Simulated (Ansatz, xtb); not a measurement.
## C4H6GeO3: which of two isomers lies lower

Structure a is `O=C1OC=C[C@@H]1[O][GeH3]`, a singlet and structure b is `C=CC(=O)O[C](=O)[GeH3]`, a singlet. Both are isolated molecules in the gas phase, relaxed with r2SCAN-D4/def2-SVP; the shapes shown needn't be the lowest conformers.

a (Å):

```xyz
14

C    -2.0576    0.7003    0.3521
C    -0.7526   -0.5026    1.6952
C    -0.0332   -0.4786    0.5678
C    -0.8363    0.2480   -0.4688
Ge   -1.0099    2.3803   -2.2712
O    -2.9494    1.4202    0.0071
O    -1.9651    0.1691    1.6157
O    -0.1715    1.3224   -1.0650
H    -0.5584   -0.9513    2.6690
H     0.9414   -0.9374    0.4083
H    -1.2151   -0.4711   -1.2344
H    -1.7068    3.5495   -1.5714
H     0.1565    2.8691   -3.1377
H    -1.9885    1.5022   -3.0663
```

b (Å):

```json
{"atom": "C", "x (Å)": "-2.0451", "y (Å)": "-1.7946", "z (Å)": "1.3813"}
{"atom": "C", "x (Å)": "-1.8595", "y (Å)": "-0.5461", "z (Å)": "0.9326"}
{"atom": "C", "x (Å)": "-0.9553", "y (Å)": "-0.2954", "z (Å)": "-0.2110"}
{"atom": "C", "x (Å)": "0.0984", "y (Å)": "1.6796", "z (Å)": "-1.1913"}
{"atom": "Ge", "x (Å)": "-0.5406", "y (Å)": "3.4010", "z (Å)": "-1.9692"}
{"atom": "O", "x (Å)": "-0.3406", "y (Å)": "-1.1096", "z (Å)": "-0.8380"}
{"atom": "O", "x (Å)": "-0.9546", "y (Å)": "1.0715", "z (Å)": "-0.5116"}
{"atom": "O", "x (Å)": "1.2051", "y (Å)": "1.2365", "z (Å)": "-1.2371"}
{"atom": "H", "x (Å)": "-1.5299", "y (Å)": "-2.6309", "z (Å)": "0.8974"}
{"atom": "H", "x (Å)": "-2.7022", "y (Å)": "-2.0065", "z (Å)": "2.2286"}
{"atom": "H", "x (Å)": "-2.3507", "y (Å)": "0.3216", "z (Å)": "1.3827"}
{"atom": "H", "x (Å)": "-1.6850", "y (Å)": "3.0946", "z (Å)": "-2.9406"}
{"atom": "H", "x (Å)": "-1.0549", "y (Å)": "4.2863", "z (Å)": "-0.8290"}
{"atom": "H", "x (Å)": "0.6409", "y (Å)": "4.0539", "z (Å)": "-2.6860"}
```

Problem. Which of the two would you expect CCSD(T)/def2-SVP + ΔMP2/def2-TZVPP electronic energies to favour?

Solution. Structure a; the calculation gives E(b) − E(a) = +7.3 kcal/mol.

How the difference moves with the method:

```csv
level,geometry,E(b) − E(a) (kcal/mol),departure from the last row (kcal/mol),"job, with rough time for the two"
GFN2-xTB,GFN2-xTB,+31.5,+24.2,"optimisation, 0.25 s"
HF/STO-3G,GFN2-xTB,+20.6,+13.3,"single point, 0.52 s"
r2SCAN-D4/def2-SVP//GFN2-xTB,GFN2-xTB,+3.6,−3.8,"single point, 4 s"
r2SCAN-D4/def2-SVP,r2SCAN-D4/def2-SVP,+4.7,−2.6,"optimisation, 83 s"
HF/def2-SVP,r2SCAN-D4/def2-SVP,+3.3,−4.0,part of the CCSD(T) run
MP2/def2-SVP,r2SCAN-D4/def2-SVP,+4.6,−2.7,part of the CCSD(T) run
CCSD(T)/def2-SVP,r2SCAN-D4/def2-SVP,+3.7,−3.7,single point
CCSD(T)/def2-SVP + ΔMP2/def2-TZVPP,r2SCAN-D4/def2-SVP,+7.3,,"single point, 2.4 min"
```

As drawn, b has 1 C=O, 1 C–Ge in place of 1 C–O, 1 C–C, 1 Ge–O. Structure a has a 5-membered ring, b no ring.

The levels shown agree on the order. The largest departure from CCSD(T)/def2-SVP + ΔMP2/def2-TZVPP is that of GFN2-xTB, 24.2 kcal/mol. The last row adds to CCSD(T) the change of the MP2 difference between the two basis sets, here +3.7 kcal/mol, a large step that makes the value less sure.

With thermal terms from frequencies at re-optimised GFN2-xTB minima (ideal gas, soft modes damped towards free rotors, one conformer each, 298.15 K, 1 atm): on the last row, ΔE + ΔZPE = +5.5, ΔH = +6.8, ΔG = +3.3 kcal/mol.

The correlated steps freeze 16 core orbitals; the filled d shell of Ge is correlated, in a basis made for valence electrons. Mirror images aren't counted in ΔG. Programs: Ansatz 0.2.0, xtb 6.7.1; the last row on 4 threads of Arm Neoverse V2 on a shared host.
